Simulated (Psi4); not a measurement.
Interaction energy of CH2O ··· O2S (SMILES C=O and O=S=O). Monomers: optimised at B3LYP-D3(BJ) (def2-TZVP), held rigid. Orientation: lowest of the rigid-body minima from ten starts at GFN2-xTB. Only R, the distance of the centres of mass, is varied, so the lowest point isn't the relaxed dimer.

Levels: PBE/def2-TZVP, counterpoise-corrected (Psi4); PBE-D3(BJ)/def2-TZVP, counterpoise-corrected (Psi4); SAPT0/jun-cc-pVDZ, frozen core (Psi4).

Interaction energies in kJ/mol; the last columns give the difference from SAPT0:

| R / Å | PBE/def2-TZVP | PBE-D3(BJ)/def2-TZVP | SAPT0/jun-cc-pVDZ | PBE/def2-TZVP − SAPT0/jun-cc-pVDZ | PBE-D3(BJ)/def2-TZVP − SAPT0/jun-cc-pVDZ |
|---|---|---|---|---|---|
| 2.23 | 59.26 | 51.99 | 27.23 | 32.02 | 24.75 |
| 2.43 | 10.73 | 3.76 | -5.43 | 16.16 | 9.18 |
| 2.61 | -9.33 | -16.05 | -20.06 | 10.73 | 4.00 |
| 2.77 | -16.72 | -23.01 | -25.84 | 9.12 | 2.83 |
| 2.98 | -18.86 | -24.48 | -27.29 | 8.42 | 2.81 |
| 3.34 | -15.43 | -19.80 | -22.80 | 7.37 | 3.00 |
| 3.62 | -11.85 | -15.28 | -18.13 | 6.28 | 2.86 |
| 4.12 | -7.05 | -9.10 | -11.56 | 4.50 | 2.46 |
| 4.78 | -3.64 | -4.61 | -6.60 | 2.96 | 1.99 |
| 5.81 | -1.59 | -1.91 | -3.18 | 1.59 | 1.27 |
| 7.10 | -0.77 | -0.87 | -1.55 | 0.77 | 0.68 |

PBE/def2-TZVP is furthest from SAPT0/jun-cc-pVDZ at 2.23 (32.02 kJ/mol, above); its mean absolute difference over the points is 9.08 kJ/mol.

PBE-D3(BJ)/def2-TZVP is furthest from SAPT0/jun-cc-pVDZ at 2.23 (24.75 kJ/mol, above); its mean absolute difference over the points is 5.08 kJ/mol.
